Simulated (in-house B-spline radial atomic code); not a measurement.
Values are calculated unless marked as measured or tabulated.
# Light and heavy implants in Si at 5 keV

The pair potential comes from two frozen, spherical free-atom densities (PBE, B-spline radial code, scalar-relativistic past argon): electrostatics plus the change in Thomas-Fermi kinetic and Dirac exchange energy where they overlap, the recipe behind the universal ZBL potential, which averages such potentials (from solid-state densities) over many pairs. It is written V = (Z1 Z2 e²/r) φ(r/a), with e² = 14.3996 eV·Å and a = 0.46850 Å/(Z1^0.23 + Z2^0.23); ZBL's fit is φ = 0.18175 e^(−3.1998x) + 0.50986 e^(−0.94229x) + 0.28022 e^(−0.4029x) + 0.02817 e^(−0.20162x). Where φ falls below 4e-4 it is continued as an exponential.

The target, Si, is taken as amorphous, density 2.329 g/cm³ (NSM archive of the Ioffe Institute); nuclear stopping from classical scattering on these potentials, electronic stopping by Lindhard and Scharff, compounds by atom fraction, projected range from N (S_n + S_e) dR_p/dE = 1 − N S_n (M2/M1) R_p/(2E), which runs up to 8 % short of the full integral equation; no channelling. Lindhard and Scharff's S_e can be off by tens of per cent.

```json
{"ion": "P", "mass (u)": "30.97", "N S_n (eV/nm)": "435", "N S_e (eV/nm)": "62.1", "S_n = S_e at (keV)": "130", "path (nm)": "14.8", "projected range (nm)": "9"}
{"ion": "S", "mass (u)": "32.06", "N S_n (eV/nm)": "461", "N S_e (eV/nm)": "63.6", "S_n = S_e at (keV)": "140", "path (nm)": "14.2", "projected range (nm)": "8.68"}
{"ion": "Ar", "mass (u)": "39.95", "N S_n (eV/nm)": "537", "N S_e (eV/nm)": "61.4", "S_n = S_e at (keV)": "210", "path (nm)": "12.8", "projected range (nm)": "8.37"}
{"ion": "Zn", "mass (u)": "65.38", "N S_n (eV/nm)": "754", "N S_e (eV/nm)": "64.6", "S_n = S_e at (keV)": "570", "path (nm)": "10.6", "projected range (nm)": "7.81"}
{"ion": "As", "mass (u)": "74.92", "N S_n (eV/nm)": "793", "N S_e (eV/nm)": "63.6", "S_n = S_e at (keV)": "730", "path (nm)": "10.2", "projected range (nm)": "7.75"}
{"ion": "Se", "mass (u)": "78.97", "N S_n (eV/nm)": "806", "N S_e (eV/nm)": "62.9", "S_n = S_e at (keV)": "790", "path (nm)": "10.1", "projected range (nm)": "7.76"}
{"ion": "Sb", "mass (u)": "121.76", "N S_n (eV/nm)": "970", "N S_e (eV/nm)": "61.8", "S_n = S_e at (keV)": "1800", "path (nm)": "9.27", "projected range (nm)": "7.66"}
```

Task: How do the nuclear share and the range change from the lightest ion to the heaviest?

Result: The nuclear share goes from 88 % for P to 94 % for Sb, and the projected range from 9 to 7.66 nm, a factor of 1.2. S_e changes by a factor of 1.00, since the heavy ion is slower but has the larger Z1, while S_n grows 2-fold. The heavy ion also keeps its direction better: R_p is 0.83 of the path, against 0.61.

Task: With a displacement energy of 15 eV taken for illustration, how many displacements per nanometre does P start at entry, by the rule 0.8 E_damage/(2 E_d)?

Result: Taking all nuclear loss as damage energy, an upper bound, 0.8 × 435/(2 × 15) = 11.6 per nm.
